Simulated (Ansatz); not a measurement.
Complex (SMILES): C#C (C2H2) with C[SiH3] (CH3-SiH3), atoms 1 to 4 the first; geometry from B3LYP-D3(BJ)/def2-TZVP, monomers rigid:
```xyz
12

C     -0.1165     0.4274    -0.3481
C     -0.5435    -0.4531     0.3410
H     -0.9236    -1.2325     0.9556
H      0.2711     1.2052    -0.9599
C      2.6297    -2.0608    -1.5202
Si     3.4368    -0.4101    -1.1513
H      2.6930    -2.2958    -2.5843
H      3.1200    -2.8641    -0.9671
H      1.5772    -2.0398    -1.2355
H      3.3716    -0.0937     0.2950
H      4.8630    -0.4218    -1.5626
H      2.7610     0.6825    -1.8956
```

Basis-set convergence of the uncorrected interaction energy at wB97M-V with Ansatz (a program for electronic structure). All functions are spherical. The program fits the integrals of some runs and decomposes those of others, by size. The functional holds VV10 correlation; no added dispersion term, no relativity. Functions are those of the species that has most. Reference: the counterpoise-corrected one, the value in aug-pcseg-3, -1.48 kcal/mol. Deviations are taken from unrounded values.

| basis | functions | uncorrected interaction energy (kcal/mol) | minus reference (kcal/mol) |
|---|---|---|---|
| def2-SV(P) | 76 | -2.01 | -0.53 |
| def2-SVP | 100 | -1.98 | -0.50 |
| def2-SVPD | 148 | -2.19 | -0.71 |
| def2-TZVP | 178 | -1.50 | -0.03 |
| def2-TZVPD | 226 | -1.53 | -0.05 |
| def2-TZVPP | 247 | -1.49 | -0.01 |
| def2-TZVPPD | 295 | -1.52 | -0.04 |
| def2-QZVPP | 481 | -1.48 | 0.00 |
| def2-QZVPPD | 529 | -1.48 | 0.00 |

The smallest set listed that lies within 0.2 kcal/mol of the reference with all its larger relatives (same family, alike in diffuse functions; a set with none counts only in the reference's own line) is def2-TZVP (178 functions, -0.03 kcal/mol off).
